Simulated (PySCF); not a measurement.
C4H8Si2, SMILES C1C=C[SiH2]C=1[SiH3]. Coordinates come from a PBE-D3(BJ)/def2-SVP optimisation. The structure was generated by enumeration, and PubChem lists no compound with its InChIKey, so it may never have been made.

**Question.** Give the equilibrium geometry at PBE-D3(BJ)/def2-SVP (PySCF confirms it by a frequency run) as a Z-matrix, and its point group. (An estimate is asked for; the answer gives what the named calculation found.)

**Answer.** point group Cs.
```
C
C 1 1.3713
H 2 1.1061 1 122.78
C 2 1.4819 3 118.87 1 180.00
C 4 1.3626 2 116.94 3 180.00
H 5 1.0995 4 122.71 2 180.00
H 4 1.1042 5 123.56 6 0.00
Si 1 1.8651 2 124.34 3 0.00
H 8 1.5067 1 109.91 2 0.00
H 8 1.5072 9 108.88 1 121.78
H 8 1.5072 9 108.88 10 116.44
Si 5 1.8828 6 131.02 4 180.00
H 12 1.5060 5 113.95 6 -62.41
H 12 1.5060 13 108.18 1 126.74
```
